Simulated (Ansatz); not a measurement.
C2H8BFSe. The species carries charge 0 and has multiplicity 1. The bonds changed during the relaxation, so this is another structure than the one it started from. The structure was optimised at the PBE0-D4/def2-TZVP level. It is one conformer, not always the lowest.

```xyz
13

C    -0.808    1.089   -1.002
B    -0.564   -0.289   -0.302
C    -0.864   -0.594    1.203
F    -0.209   -1.322   -1.082
Se    2.724    0.274    0.171
H    -0.578    1.936   -0.353
H    -1.877    1.164   -1.246
H    -0.260    1.191   -1.940
H    -0.603    0.239    1.858
H    -0.374   -1.503    1.558
H    -1.946   -0.748    1.313
H     2.719   -0.986    0.922
H     2.640   -0.452   -1.100
```

Task: What is the dipole moment at r2SCAN/def2-TZVPP? (An estimate is asked.)

Result: Computed: 0.66 D, with components (-0.10, 0.30, 0.58) D in this frame, pointing from negative to positive charge.

Task: And with PBE, B3LYP, ωB97M-V? (Best estimate.)

Result: The calculation gave: PBE 0.66 D, B3LYP 0.73 D, ωB97M-V 0.70 D.

Task: Give the Mulliken charges with r2SCAN, PBE, B3LYP in def2-TZVPP. (Estimate.)

Result: Computed: 
```json
{"atom": "C1", "r2SCAN": "-0.27", "PBE": "-0.36", "B3LYP": "-0.34"}
{"atom": "B2", "r2SCAN": "0.38", "PBE": "0.30", "B3LYP": "0.34"}
{"atom": "C3", "r2SCAN": "-0.28", "PBE": "-0.36", "B3LYP": "-0.34"}
{"atom": "F4", "r2SCAN": "-0.27", "PBE": "-0.21", "B3LYP": "-0.26"}
{"atom": "Se5", "r2SCAN": "-0.13", "PBE": "-0.12", "B3LYP": "-0.12"}
{"atom": "H6", "r2SCAN": "0.07", "PBE": "0.10", "B3LYP": "0.10"}
{"atom": "H7", "r2SCAN": "0.07", "PBE": "0.10", "B3LYP": "0.09"}
{"atom": "H8", "r2SCAN": "0.06", "PBE": "0.10", "B3LYP": "0.10"}
{"atom": "H9", "r2SCAN": "0.07", "PBE": "0.10", "B3LYP": "0.10"}
{"atom": "H10", "r2SCAN": "0.06", "PBE": "0.10", "B3LYP": "0.09"}
{"atom": "H11", "r2SCAN": "0.07", "PBE": "0.11", "B3LYP": "0.09"}
{"atom": "H12", "r2SCAN": "0.08", "PBE": "0.07", "B3LYP": "0.07"}
{"atom": "H13", "r2SCAN": "0.08", "PBE": "0.08", "B3LYP": "0.08"}
```

B3LYP here is the variant with VWN-RPA as its local correlation; programs differ in this.
